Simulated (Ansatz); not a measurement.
Reactions of CH$_{7}$AlGeS (`C[S][AlH][GeH3]`).

Computed with Ansatz on PBE0-D4/def2-TZVP structures; ΔE is electronic, products minus reactants. CCSD(T)/CBS adds triple-zeta CCSD(T) − MP2 to the extrapolated MP2 energy (def2 sets, frozen cores). This one scheme is used for every species. For Ge outer-core shells are correlated without core-valence functions, which leaves a few kJ/mol of doubt a bond. Scalar relativity is left out up to krypton. One conformer a species, not always the lowest.

```json
{"reaction": "`C[S][AlH][GeH3]` + H₂ → `C[S][AlH2]` + GeH₄", "CCSD/CBS(def2) (eV)": "0.10", "MP2/CBS(def2) (eV)": "0.18", "CCSD(T)/CBS(def2) (eV)": "0.15"}
{"reaction": "`C[S][AlH][GeH3]` + `C=C[SiH2]S` → `C=C[SiH2][S][GeH3]` + `C[S][AlH2]`", "CCSD/CBS(def2) (eV)": "-0.18", "MP2/CBS(def2) (eV)": "-0.28", "CCSD(T)/CBS(def2) (eV)": "-0.19"}
{"reaction": "`C[S][AlH][GeH3]` + H₂ → `[AlH2][GeH3]` + CH₃SH", "CCSD/CBS(def2) (eV)": "1.00", "MP2/CBS(def2) (eV)": "1.18", "CCSD(T)/CBS(def2) (eV)": "1.08"}
{"reaction": "`C[S][AlH][GeH3]` + H–F → `C[S][AlH][F]` + GeH₄", "CCSD/CBS(def2) (eV)": "-1.60", "MP2/CBS(def2) (eV)": "-1.61", "CCSD(T)/CBS(def2) (eV)": "-1.56"}
{"reaction": "`C[S][AlH][GeH3]` + H–F → `[F][AlH][GeH3]` + CH₃SH", "CCSD/CBS(def2) (eV)": "-0.75", "MP2/CBS(def2) (eV)": "-0.67", "CCSD(T)/CBS(def2) (eV)": "-0.70"}
{"reaction": "`C[S][AlH][GeH3]` + HCl → `C[S][AlH][Cl]` + GeH₄", "CCSD/CBS(def2) (eV)": "-1.40", "MP2/CBS(def2) (eV)": "-1.46", "CCSD(T)/CBS(def2) (eV)": "-1.38"}
{"reaction": "`C[S][AlH][GeH3]` + acetylene → `C#[C][AlH][GeH3]` + CH₃SH", "CCSD/CBS(def2) (eV)": "0.54", "MP2/CBS(def2) (eV)": "0.58", "CCSD(T)/CBS(def2) (eV)": "0.56"}
{"reaction": "`C[S][AlH][GeH3]` + HCl → `[Cl][AlH][GeH3]` + CH₃SH", "CCSD/CBS(def2) (eV)": "-0.56", "MP2/CBS(def2) (eV)": "-0.52", "CCSD(T)/CBS(def2) (eV)": "-0.52"}
{"reaction": "`C[S][AlH][GeH3]` + H₂O → `C[S][AlH][OH]` + GeH₄", "CCSD/CBS(def2) (eV)": "-1.09", "MP2/CBS(def2) (eV)": "-1.12", "CCSD(T)/CBS(def2) (eV)": "-1.06"}
```

Largest T1 diagnostic: 0.013, for `C#C`.
